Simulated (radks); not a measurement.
Q: Neutral barium, configuration [Kr] 4d10 5s2 5p5 6s2 5d1 (not the ground configuration). All-electron calculation, scalar-relativistic Kohn-Sham, SCAN, spin-polarised, spherical densities, finite nucleus; open shells are filled with parallel spins first (spin-orbit coupling, left out, can overturn this in heavy ions); meta-GGA in the generalised Kohn-Sham scheme; Fermi nuclear charge, rms radius 4.8378 fm. Program: a radial shooting solver on a logarithmic mesh with Libxc functionals. Some entries of the table are withheld. Estimate them.

orbital  occ.  eigenvalue (eV)  <1/r> (bohr^-1)  <r> (bohr)
1s up       1        -37323.08            60.69     0.02558
1s down     1        -37323.02            60.69     0.02558
2s up       1        -5921.326            13.98      0.1097
2s down     1        -5921.272            13.98      0.1097
2p up       3        -5306.208            13.27     0.09619
2p down     3        -5306.132            13.27     0.09619
3s up       1        -1260.552            5.059      0.2913
3s down     1        -1260.499            5.059      0.2913
3p up       3        -1061.758            4.791      0.2896
3p down     3        -1061.684            4.791      0.2896
3d up       5        -773.8290            4.534      0.2666
3d down     5        -773.7360            4.534      0.2666
4s up       1        -252.7870            2.078      0.6740
4s down     1        -252.6097            2.077      0.6742
4p up       3        -188.2674            1.916      0.7154
4p down     3        -188.1046            1.915      0.7155
4d up       5         -94.4596            1.653         (1)
4d down     5         -94.2490            1.654         (2)
5s up       1         -37.5606           0.8050       1.633
5s down     1         -36.0590           0.8121       1.622
5p up       3         -21.8969           0.6877       1.894
5p down     2         -20.2918           0.6917       1.887
6s up       1          -3.7755           0.2857       4.429
6s down     1          -3.4598           0.2623       4.744
5d up       1          -3.3611              (3)       3.116

A: 
(1) 4d up <r> (bohr): 0.8007
(2) 4d down <r> (bohr): 0.7997
(3) 5d up <1/r> (bohr^-1): 0.4216
